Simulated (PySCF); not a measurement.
C₅H₉ClO₂S.
Structure used (GFN2-xTB), in Å, numbered top down from 1:
```
atom  x, y, z in Å
O1     1.427    1.686   -0.868
S2     1.913    0.672    0.010
O3     2.629    1.072    1.179
Cl4    3.198   -0.475   -1.089
C5     0.632   -0.547    0.426
C6    -0.376    0.217    1.270
C7    -1.370    0.744    0.237
C8    -1.496   -0.423   -0.740
C9    -0.063   -0.958   -0.863
H10    1.171   -1.329    0.950
H11   -0.872   -0.462    1.968
H12    0.109    1.008    1.841
H13   -0.946    1.609   -0.271
H14   -2.324    1.025    0.680
H15   -2.146   -1.191   -0.317
H16   -1.903   -0.119   -1.701
H17    0.445   -0.485   -1.704
H18   -0.036   -2.036   -1.018
```

NICS = −σ at a ghost point: NICS(0) at the centroid of the ring atoms, NICS(1) 1 Å to either side along the normal of their mean plane, zz for the tensor component along that normal. Level: GIAO PBE0/pcSseg-1 (PySCF, non-relativistic, gas phase) on the GFN2-xTB geometry, one conformer.

Ring bond lengths (Å), with Mayer bond orders in brackets: C5–C6 1.520 (0.99), C6–C7 1.527 (1.01), C7–C8 1.527 (1.03), C8–C9 1.535 (1.03), C9–C5 1.521 (0.95).

Q: What do the NICS probes read (ppm)?

A: 
| ring | type | NICS(0) | NICS(1), two faces | NICS(1)zz, two faces | rms pucker (Å) | centre to ring atoms, mean (Å) |
| --- | --- | --- | --- | --- | --- | --- |
| C5–C6–C7–C8–C9 | 5-membered carbocycle; formal bonds all single | -5.3 | -4.1 / -4.2 | -5.6 / -6.0 | 0.18 | 1.28 |

Q: What can be read from them?

A: 
- C5–C6–C7–C8–C9: mean NICS(1)zz -5.8 ppm, shielded. C5, C6, C7, C8, C9 have four or more neighbours; no verdict on aromaticity is drawn.

Q: List the ring angles and the Hirshfeld charges of the ring atoms.

A: 
- C5–C6–C7–C8–C9: C5 107.7° (-0.022 e), C6 103.2° (-0.068 e), C7 102.9° (-0.073 e), C8 103.9° (-0.065 e), C9 105.3° (-0.076 e); sum 523.0° against 540° for a flat convex ring.

Q: How shielded are the nuclei of the rings and their hydrogens (means over atoms taken as equivalent)?

A: 
| atoms | environment | σ isotropic (ppm) | principal values of the symmetric part, first atom (ppm) |
| --- | --- | --- | --- |
| C5 | sp3 carbon bound to sulfur | 103.3 | 72.7, 93.2, 143.8 |
| C6 (×2) | ring CH2 carbon | 156.1 | 131.6, 162.7, 170.4 |
| C7 (×2) | ring CH2 carbon | 157.3 | 134.9, 167.0, 170.9 |
| H10 | methine hydrogen | 27.97 | 25.7, 27.1, 31.1 |
| H11 (×2) | methylene hydrogen | 29.74 | 24.6, 27.4, 37.8 |
| H12 (×2) | methylene hydrogen | 29.29 | 24.2, 28.8, 34.7 |
| H13 (×2) | methylene hydrogen | 29.66 | 25.1, 28.9, 35.1 |
| H14 (×2) | methylene hydrogen | 30.13 | 25.0, 26.9, 38.3 |
